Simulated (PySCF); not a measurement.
Molecule: SMILES C=CC(=O)C(C)C, C6H10O.

Structure with atom numbers: `[CH2:1]=[CH:2][C:3](=[O:4])[CH:5]([CH3:6])[CH3:7]`. Each H is labelled by its parent atom. Ha(C1) is cis to C3; Hb(C1) is trans to C3.

Geometry PBE0-D3(BJ)/def2-SVP throughout; GIAO in PySCF 2.14, gas phase, one conformer, non-relativistic; equivalent atoms averaged; functional PBE0.

For orientation, def2-SVP gives these shifts δ (against TMS, H2O at the same level): C3 196.4, C1 130.7, C6/C7 18.2, O4 582.4, Ha(C1) 6.84, H(C2) 6.44, Hb(C1) 5.73, H(C5) 2.17, H(C6)/H(C7) 0.94 ppm.

A run gave: C3 196.6, C1 130.9, C6/C7 19.2, O4 574.5, Ha(C1) 6.86, H(C2) 6.48, Hb(C1) 5.76, H(C5) 2.20, H(C6)/H(C7) 0.99 ppm (shifts δ (against TMS, H2O at the same level)).

Which basis set was used in that run?
A. STO-3G
B. cc-pVDZ
C. 6-31G*
D. aug-cc-pVDZ

Results:

B. O4 tells them apart best: cc-pVDZ gives 574.5, 6-31G* gives 544.5, aug-cc-pVDZ gives 552.5, STO-3G gives 620.3 ppm.
